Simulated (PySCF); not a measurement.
## Potential energy of TlH along the bond

Set-up: PySCF, scalar-relativistic core potentials, basis sets Tl aug-cc-pVDZ-PP with ECP60, H aug-cc-pVDZ. Energies in eV from Tl + H in their ground configurations at the same level. State: ¹Σ⁺ (singlet), closed shell.

All columns are r²SCAN. A positive dipole means Tl(−)H(+).

| R (Å) | E (eV) | μ (D) | Mulliken charge on Tl (basis-dependent) | HOMO (eV) | LUMO (eV) | Mayer bond order | ⟨S²⟩ |
| --- | --- | --- | --- | --- | --- | --- | --- |
| 1.649 | -2.159 | -0.14 | 0.08 | -4.83 | -2.01 | 1.01 | 0.00 |
| 1.725 | -2.349 | -0.52 | 0.14 | -4.90 | -2.01 | 0.99 | 0.00 |
| 1.802 | -2.457 | -0.90 | 0.19 | -4.94 | -2.02 | 0.97 | 0.00 |
| 1.859 | -2.498 | -1.19 | 0.23 | -4.96 | -2.03 | 0.96 | 0.00 |
| 1.917 | -2.511 | -1.48 | 0.26 | -4.97 | -2.04 | 0.94 | 0.00 |
| 1.974 | -2.501 | -1.76 | 0.28 | -4.96 | -2.06 | 0.93 | 0.00 |
| 2.051 | -2.459 | -2.13 | 0.31 | -4.94 | -2.09 | 0.91 | 0.00 |
| 2.147 | -2.374 | -2.59 | 0.33 | -4.90 | -2.13 | 0.90 | 0.00 |
| 2.262 | -2.238 | -3.12 | 0.35 | -4.82 | -2.19 | 0.89 | 0.00 |
| 2.415 | -2.021 | -3.79 | 0.37 | -4.70 | -2.27 | 0.87 | 0.00 |

A fit through these points gives, at Re = 1.919 Å, μ = -1.49 D and dμ/dR = -4.95 D/Å; the reduced mass is 1.003 u.

Task: How strong is the fundamental in the double-harmonic approximation, I = 42.26·(dμ/dR)²/μred km/mol?

Result: I = 42.26·(-4.95)²/1.003 = 1030 km/mol at r²SCAN.

These are scalar-relativistic numbers at best; spin–orbit coupling would shift them, the dissociation energy most.
